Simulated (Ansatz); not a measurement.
`[SiH3]N[AsH2]` + `N=C(F)F` → `FC(F)=N[SiH3]` + `N[AsH2]` at 500 K and 1 bar (ligand exchange at the Si–N bond).

Calculated with Ansatz (gas phase, PBE0-D4/def2-TZVP geometries, no zero-point term in ΔE). CCSD(T)/CBS adds triple-zeta CCSD(T) − MP2 to the extrapolated MP2 energy (def2 sets, frozen cores). For As outer-core shells are correlated without core-valence functions, which leaves a few kJ/mol of doubt a bond. Scalar relativity is left out up to krypton. One conformer a species, not always the lowest.

```
        species  CCSD(T)/CBS energy (Eh)  H − E (kJ/mol)  S (J/(mol·K))
`[SiH3]N[AsH2]`              -2582.40077           189.6          387.2
      `N=C(F)F`               -292.91376            92.9          298.1
`FC(F)=N[SiH3]`               -583.21240           147.7          381.8
      `N[AsH2]`              -2292.09958           135.7          301.1
```

H − E and S are ideal-gas, rigid-rotor, harmonic terms from PBE0-D4/def2-TZVP, for one conformer and one mirror image of each species. 1 Eh = 2625.50 kJ/mol, R = 8.31446 J/(mol·K).

**Question.** By hand: ΔE, ΔH, ΔS and ΔG.

**Answer.** ΔE = (-583.21240) + (-2292.09958) − (-2582.40077) − (-292.91376) = 0.00255 Eh = 6.7 kJ/mol. Δ(H − E) = 147.7 + 135.7 − 189.6 − 92.9 = 0.9, so ΔH = 7.6 kJ/mol. ΔS = 381.8 + 301.1 − 387.2 − 298.1 = -2.4 J/(mol·K). ΔG = 7.6 − 500 × (-2.4)/1000 = 8.8 kJ/mol.

**Question.** By hand: the equilibrium constant, and the temperature at which ΔG would vanish if ΔH and ΔS stayed fixed.

**Answer.** log₁₀ K = −ΔG/(RT ln 10) = -0.9. ΔH and −TΔS have one sign here, so there is no such temperature. One of them is within its doubt of zero, so this could turn.

The number of gas molecules stays the same, so ΔS is small and ΔH decides. A doubt of 5 kJ/mol in ΔE shifts log₁₀ K by 0.5 here. Other conformers and mirror images would add mixing entropy, several J/(mol·K) or more a flexible species. These are equilibria of isolated gas molecules and say nothing of rates. Largest T1 diagnostic: 0.013 (customary marks: 0.02 for closed shells, 0.045 for open ones).
